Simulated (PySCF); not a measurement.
Cartesian coordinates (Å):
```xyz
5

Zn     0.0359    -0.0625    -0.0133
S     -0.0263     0.4052    -2.1425
H     -1.3799     0.5770    -2.1076
S      0.1169    -0.5538     2.1101
H      0.3091     0.7547     2.4475
```
Charge 0, multiplicity 1.

Task: Predict the charge on the central atom (Mulliken), HOMO, dipole moment, LUMO and total energy from PySCF with TPSSh-D3(BJ)/def2-TZVP // PBE-D3(BJ)/def2-SVP.

Result: 
```
Item                                         Result
-------------------------------------  ------------
charge on the central atom (Mulliken)        0.39 e
HOMO                                       -6.87 eV
dipole moment                                0.98 D
LUMO                                       -1.40 eV
total energy                           -70126.77 eV
```
